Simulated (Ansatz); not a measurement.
Cost and result for the atomization energy of CH4InO, SMILES `[CH3][In][OH]` radical (7 atoms, 6 bonds).

Charge 0, multiplicity 2. Correlated methods include outer-core shells of In, which these sets cover unevenly. In takes the def2 core potential. All single points use the PBE0-D4/def2-TZVP geometry. It is one conformer, not always the lowest. Program: Ansatz. All runs use 4 threads of a server CPU on a shared host. Times are those of one run each, without the atoms' runs, and a repeat can differ threefold. Electronic energies, without spin–orbit coupling; frozen cores. CCSD(T)/CBS adds CCSD(T) − MP2 in def2-TZVPP to the MP2 limit, and its time is that of the two runs behind it. T1 = 0.019; ⟨S²⟩ of the reference is 0.77. With those shells the extrapolation isn't a true limit. B3LYP takes the VWN-RPA correlation (the form of Gaussian; ORCA's B3LYP/G). HSE06 is the plane-wave form, built on full-range PBE exchange.

CCSD(T)/CBS is a level of theory with its own doubt, some kJ/mol a heavy atom from the limit and from the frozen cores, so smaller differences don't rank the functionals.

```tsv
level	functions	wall time
revPBE-D4/def2-TZVPP	168	1.8 s
PBE-D4/def2-TZVPP (with forces)	168	1.9 s
HSE06-D4/def2-TZVPP	168	2.3 s
B3LYP-D4/def2-TZVPP (with forces)	168	2.4 s
CAM-B3LYP-D4/def2-TZVPP	168	2.4 s
PBE0-D4/def2-TZVPP	168	2.7 s
PBE-QIDH/def2-TZVPP	168	3.4 s
r2SCANh-D4/def2-TZVPP	168	3.5 s
r2SCAN-D4/def2-TZVPP (with forces)	168	3.7 s
CCSD(T)/def2-SVP	74	4.4 s
MP2/def2-QZVPP	316	9 s
CCSD(T)/def2-TZVPP	168	100 s
CCSD(T)/CBS(def2)	–	110 s
```

**Question.** What atomization energy does each give, and how far from CCSD(T)/CBS? (An estimate is asked.)

**Answer.** Ansatz gave: 
```tsv
level	atomization (kcal/mol)	difference from CCSD(T)/CBS	per bond
revPBE-D4/def2-TZVPP	527.5	-7.2	-1.2
PBE-D4/def2-TZVPP (with forces)	541.9	7.2	1.2
HSE06-D4/def2-TZVPP	529.4	-5.3	-0.9
B3LYP-D4/def2-TZVPP (with forces)	530.0	-4.7	-0.8
CAM-B3LYP-D4/def2-TZVPP	532.8	-1.9	-0.3
PBE0-D4/def2-TZVPP	529.0	-5.7	-1.0
PBE-QIDH/def2-TZVPP	525.4	-9.3	-1.5
r2SCANh-D4/def2-TZVPP	530.5	-4.2	-0.7
r2SCAN-D4/def2-TZVPP (with forces)	535.3	0.6	0.1
CCSD(T)/def2-SVP	496.2	-38.5	-6.4
MP2/def2-QZVPP	535.3	0.6	0.1
CCSD(T)/def2-TZVPP	519.7	-15.0	-2.5
CCSD(T)/CBS(def2)	534.7	0.0	0.0
```

In def2-TZVPP, CCSD(T) changes the Hartree–Fock value by +144.9 kcal/mol (the triples alone add +8.7 kcal/mol) and MP2 by +151.4 kcal/mol; breaking electron pairs costs correlation energy, which Hartree–Fock lacks. At CCSD(T), def2-SVP lies −38.5 kcal/mol from the extrapolated value and def2-TZVPP −15.0 kcal/mol: correlation converges slowly with the basis, and small sets miss more of it in the bonded molecule than in its fragments. From r2SCAN to r2SCAN0 (25 % exact exchange), in def2-TZVPP and without D4, the atomization energy moves by −11.5 kcal/mol: exact exchange takes away binding that semilocal exchange gives to molecules.

Spin–orbit coupling would lower the free In atoms strongly, and the atomization energy with them, by more than many differences here.
